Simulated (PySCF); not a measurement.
# What a mistake does to a calculation on BC2GeH7

These are calculations, not measurements. The program is PySCF 2.14.0, an open-source quantum chemistry code, run on an isolated molecule that a program drew, which may never have been made. The molecule is BC2GeH7 (charge 0, singlet), drawn as the SMILES string `C=[B][GeH2][CH3]`.

Each row is a Hartree-Fock (HF) and frozen-core CCSD(T) single point in the cc-pVDZ basis, meant for a local HF minimum. Run 1 is clean. Each other run has one planted mistake out of seven kinds, and not every kind appears here: one electron removed, one electron added, multiplicity raised by two, geometry at a saddle point, minimal basis STO-3G, one bond length entered in bohr, all coordinates scaled. The reference is restricted for singlets and unrestricted otherwise, and also for a bond in bohr. Adding or removing an electron swaps singlet and doublet. Electrons count all cores. HOMO and LUMO are orbital energies over both spins, the gradient is its largest component, and the lowest frequency (negative if imaginary) is given only where the gradient is small. Bond lengths are over the 10 bonds as drawn. T1 is the CCSD diagnostic: over 0.02 (restricted) or 0.045 (unrestricted) a single reference is doubtful. Germanium has the cc-pVDZ-PP basis, with a core potential (ECP10MDF) in place of its 10 inner electrons, and its 3s, 3p and 3d shells are frozen in CCSD(T).

Geometry of the clean run:
```xyz
11
BC2GeH7, angstrom
C    -1.0305    0.2068    2.8668
B    -1.0978   -0.4782    1.6628
Ge   -1.2109   -1.4757   -0.1379
C    -0.4824   -3.2952   -0.0443
H    -0.1663    0.8029    3.1451
H    -1.8385    0.1823    3.5920
H    -0.4407   -0.6534   -1.1797
H    -2.6875   -1.5204   -0.5536
H    -0.5665   -3.7847   -1.0163
H     0.5695   -3.2666    0.2446
H    -1.0298   -3.8837    0.6940
```

```
run  electrons  basis functions  <S^2>  HOMO (eV)  LUMO (eV)  gradient (hartree/bohr)  lowest frequency (cm^-1)  mean bond (Å)  longest bond (Å)      T1  HF (hartree)  CCSD(T) (hartree)                          mistake
  1         56              100  0.000      -8.74       2.08                  2.5e-05                        31         1.3926             2.062  0.0122    -397.81424         -398.34160                         no fault
  2         56              100  2.020      -6.76       0.71                  1.0e-01                         -         1.3926             2.062  0.0117    -397.75135         -398.24454       multiplicity raised by two
  3         56              100  0.711      -8.76       1.99                  2.4e-02                         -         1.4897             2.062  0.0565    -397.68601         -398.21045  one bond length entered in bohr
  4         57              100  0.852      -0.13       8.20                  5.5e-02                         -         1.3926             2.062  0.0219    -397.77680         -398.31889                                ?
  5         55              100  0.756     -16.22      -6.08                  6.5e-02                         -         1.3926             2.062  0.0154    -397.54730         -398.02741                                ?
```

**Which mistake was planted in run 4, and what did it cost?**

It counts 57 electrons, one more than the clean run, at the same geometry and basis. So the mistake is: one electron added. Subtracting run 1 and multiplying by 627.51 kcal/mol a hartree, the energy moved by 23.5 kcal/mol in HF and 14.3 kcal/mol in CCSD(T).

**Which mistake was planted in run 5, and what did it cost?**

It counts 55 electrons, one fewer than the clean run, at the same geometry and basis. So the mistake is: one electron removed. Subtracting run 1 and multiplying by 627.51 kcal/mol a hartree, the energy moved by 167.5 kcal/mol in HF and 197.2 kcal/mol in CCSD(T).

Cautions from the logs. Run 3: T1 is over the limit, so its CCSD(T) energy is less reliable; run 4: the added electron raises the CCSD(T) energy, so it isn't bound in this basis.
